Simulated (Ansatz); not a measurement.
GeH2O (SMILES [OH][GeH]) moved off its minimum; all values from Ansatz (a quantum-chemistry and plane-wave program), cores frozen in correlated methods.
(charge 0, multiplicity 1)
```xyz
4

Ge    -0.0994    -0.2083     0.3471
H     -1.5651    -0.0811    -0.7351
O      0.9847     0.5415    -0.7154
H      0.8014     1.1406    -1.2598
```

```json
[
 {"level": "HF/def2-TZVPP", "largest force (eV/Å)": "9.83", "on atom": "H4", "rms difference from CCSD(T)/aug-cc-pVTZ (eV/Å)": "0.476", "dipole (D)": "0.79"},
 {"level": "PBE/def2-TZVPP", "largest force (eV/Å)": "11.31", "on atom": "H4", "rms difference from CCSD(T)/aug-cc-pVTZ (eV/Å)": "0.197", "dipole (D)": "0.86"},
 {"level": "r2SCAN/def2-TZVPP", "largest force (eV/Å)": "10.84", "on atom": "H4", "rms difference from CCSD(T)/aug-cc-pVTZ (eV/Å)": "0.109", "dipole (D)": "0.88"},
 {"level": "B3LYP/def2-TZVPP", "largest force (eV/Å)": "10.84", "on atom": "H4", "rms difference from CCSD(T)/aug-cc-pVTZ (eV/Å)": "0.060", "dipole (D)": "0.79"},
 {"level": "wB97M-V/def2-TZVPP", "largest force (eV/Å)": "10.80", "on atom": "H4", "rms difference from CCSD(T)/aug-cc-pVTZ (eV/Å)": "0.094", "dipole (D)": "0.79"},
 {"level": "MP2/aug-cc-pVTZ", "largest force (eV/Å)": "11.00", "on atom": "H4", "rms difference from CCSD(T)/aug-cc-pVTZ (eV/Å)": "0.079", "dipole (D)": "0.78"},
 {"level": "CCSD(T)/aug-cc-pVTZ", "largest force (eV/Å)": "10.90", "on atom": "H4", "rms difference from CCSD(T)/aug-cc-pVTZ (eV/Å)": "0.000", "dipole (D)": "0.76"}
]
```

The differences count from one level among others, with limits of its own. Forces at CCSD(T)/aug-cc-pVTZ (eV/Å):

```json
[
 {"atom": "Ge1", "Fx": "-3.038", "Fy": "-1.331", "Fz": "0.564"},
 {"atom": "H2", "Fx": "1.180", "Fy": "0.020", "Fz": "1.023"},
 {"atom": "O3", "Fx": "4.418", "Fy": "-6.231", "Fz": "5.857"},
 {"atom": "H4", "Fx": "-2.560", "Fy": "7.542", "Fz": "-7.445"}
]
```
